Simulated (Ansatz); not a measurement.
Program: Ansatz. Geometries: PBE0-D4/def2-TZVP. ΔE: electronic, gas phase. CBS: MP2 limit from def2 TZ/QZ plus the TZ coupled-cluster correction, frozen cores. This one scheme is used for every species. DFT in def2-TZVPP. B3LYP here is the variant with VWN-RPA as its local correlation; programs differ in this. One conformer a species, not always the lowest.

Consider the cleavage of the Si–B bond: `B[Si](C)(N)F` + PH₃ → `C[Si](N)(F)P` + BH₃.

```
             level  ΔE (kJ/mol)  difference from CCSD(T)/CBS
            PBE-D4        -41.7                          4.9
         r2SCAN-D4        -46.0                          0.6
           PBE0-D4        -45.4                          1.2
          B3LYP-D4        -44.5                          2.1
           ωB97X-V        -44.1                          2.5
            r2SCAN        -45.1                          1.5
              PBE0        -42.2                          4.4
             B3LYP        -38.5                          8.1
     HF/def2-TZVPP        -42.2                          4.4
    MP2/def2-TZVPP        -51.9                         -5.3
SCS-MP2/def2-TZVPP        -47.5                         -0.9
   CCSD/def2-TZVPP        -41.8                          4.8
     HF/def2-QZVPP        -42.4                          4.2
SCS-MP2/def2-QZVPP        -49.2                         -2.6
     MP2/CBS(def2)        -55.0                         -8.4
    CCSD/CBS(def2)        -44.8                          1.8
       CCSD(T)/CBS        -46.6                            0
```

Largest T1 diagnostic among the species: 0.013.

The D4 term adds −6.0 kJ/mol with B3LYP and −3.3 kJ/mol with PBE0; it sums over pairs of atoms, weighted by their polarisabilities, and B3LYP, whose exchange is more repulsive, gets the larger term. From PBE to PBE0 (25 % exact exchange), in def2-TZVPP and without D4, ΔE moves by −4.1 kJ/mol.
